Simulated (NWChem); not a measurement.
MgNH2Br; SMILES [Br][Mg][NH2]

```xyz
5

Mg     0.0000     0.0000     1.1486
Br     0.0000     0.0000    -1.2071
N      0.0000     0.0000     3.0288
H      0.0000    -0.8170     3.6324
H      0.0000     0.8170     3.6324
```
Atoms are numbered in this order, from 1.

Computed with NWChem. Coordinates come from a PBE0/def2-SVP optimisation. Ions are spin-unrestricted doublets at the neutral geometry; other ion states weren't tried.

For level PBE/def2-SVP:

```yaml
vertical ionisation energy, ΔSCF (eV): 8.68
"−ε(HOMO) (eV)": 5.10
```

What are these values for level PBE0/def2-SVP?


- vertical ionisation energy, ΔSCF (eV): 8.94
- −ε(HOMO) (eV): 6.50
